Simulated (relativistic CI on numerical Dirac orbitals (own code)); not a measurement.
**One change at a time: Ce⁵⁶⁺**

Base calculation: Dirac-Coulomb-Breit CI, KLI orbitals optimised for each configuration, model QED, unscaled Slater integrals.

Configurations in the expansion: 1s2, 1s 2s, 1s 2p, 1s 3s, 1s 3p, 1s 3d, 1s 4s, 1s 4p, 1s 4d, 1s 4f, 1s 5s, 1s 5p, 1s 5d, 1s 5f, 1s 5g, 1s 6s, 1s 6p, 1s 6d, 2s2. Levels of other configurations are missing.

Variants: (1) non-relativistic limit. Shifts of the energy above 1s2 1S_0, in eV, for the lowest level and the first level of each name with at least 55 % of one term (blank where a level changes its place among those of its configuration and J or its character, or is not in the variant):

```csv
Level,Base,Δ(1)
1s2 1S_0,0.0,0.0
1s 2s 3S_1,35015.3,-1377.7
1s 2p 3P°_1,35099.9,-1403.5
1s 2p 3P°_0,35110.2,-1413.8
1s 2s 1S_0,35111.6,-1406.5
1s 2p 3P°_2,35631.5,-1935.2
1s 2p 1P°_1,35669.7,-1921.2
1s 3s 3S_1,41662.5,-1816.5
1s 3p 3P°_1,41685.5,-1823.1
1s 3s 1S_0,41688.2,-1824.4
1s 3p 3P°_0,41688.2,-1825.8
1s 3p 3P°_2,41843.6,-1981.2
1s 3d 3D_2,41852.3,-1980.1
1s 3d 3D_1,41854.2,-1982.0
1s 3p 1P°_1,41854.6,-1978.2
1s 3d 3D_3,41901.1,-2028.9
1s 3d 1D_2,41902.8,-2029.9
1s 4s 3S_1,43956.6,-1946.1
1s 4p 3P°_1,43965.9,-1948.7
1s 4s 1S_0,43967.0,-1949.3
1s 4p 3P°_0,43967.0,-1949.8
1s 4p 3P°_2,44032.3,-2015.1
```

At this charge energies of transitions that change n are usually good to better than 1 %, and those within a shell (Δn = 0) to a few per cent.

Ionisation energy from the two ground configurations alone: base 46837.3 eV. The NIST ASD value (theoretical) is 46840.3 eV.

LS names give the leading component of a level, which can be under half, so a name can repeat, a term be missing and a line seem to break the LS rules.
